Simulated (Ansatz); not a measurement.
`C[SiH2][NH][GeH3]` + H₂ → `C[SiH3]` + `[NH2][GeH3]` at 400 K and 1 bar (hydrogenolysis of the Si–N bond).

Program: Ansatz. Geometries: PBE0-D4/def2-TZVP. ΔE: electronic, gas phase. CBS: MP2 limit from def2 TZ/QZ plus the TZ coupled-cluster correction, frozen cores. This one scheme is used for every species. For Ge outer-core shells are correlated without core-valence functions, which leaves a few kJ/mol of doubt a bond. Scalar relativity is left out up to krypton. Each species was taken in one conformer, which may not be the lowest.

| species | CCSD(T)/CBS energy (Eh) | H − E (kJ/mol) | S (J/(mol·K)) |
| --- | --- | --- | --- |
| `C[SiH2][NH][GeH3]` | -2463.39859 | 282.7 | 421.9 |
| H₂ | -1.17544 | 38.0 | 139.0 |
| `C[SiH3]` | -330.73916 | 180.9 | 277.1 |
| `[NH2][GeH3]` | -2133.81884 | 149.5 | 296.9 |

H − E and S are ideal-gas, rigid-rotor, harmonic terms from PBE0-D4/def2-TZVP, for one conformer and one mirror image of each species. The MP2-based limit puts H₂ 0.8 mEh under its directly extrapolated value; such offsets cancel only in part. 1 Eh = 2625.50 kJ/mol, R = 8.31446 J/(mol·K).

**Question.** By hand: ΔE, ΔH, ΔS and ΔG.

**Answer.** ΔE = (-330.73916) + (-2133.81884) − (-2463.39859) − (-1.17544) = 0.01603 Eh = 42.1 kJ/mol. Δ(H − E) = 180.9 + 149.5 − 282.7 − 38.0 = 9.7, so ΔH = 51.8 kJ/mol. ΔS = 277.1 + 296.9 − 421.9 − 139.0 = 13.1 J/(mol·K). ΔG = 51.8 − 400 × (13.1)/1000 = 46.6 kJ/mol.

**Question.** By hand: the equilibrium constant, and the temperature at which ΔG would vanish if ΔH and ΔS stayed fixed.

**Answer.** log₁₀ K = −ΔG/(RT ln 10) = -6.1. ΔG = 0 at ΔH/ΔS = 3954 K, far beyond where these terms or the molecules hold.

The number of gas molecules stays the same, so ΔS is small and ΔH decides. A doubt of 5 kJ/mol in ΔE shifts log₁₀ K by 0.7 here. Other conformers and mirror images would add mixing entropy, several J/(mol·K) or more a flexible species. Modes under 60 cm⁻¹, often nearly free rotors, make the harmonic entropy too high. These are equilibria of isolated gas molecules and say nothing of rates. Largest T1 diagnostic: 0.011 (customary marks: 0.02 for closed shells, 0.045 for open ones).
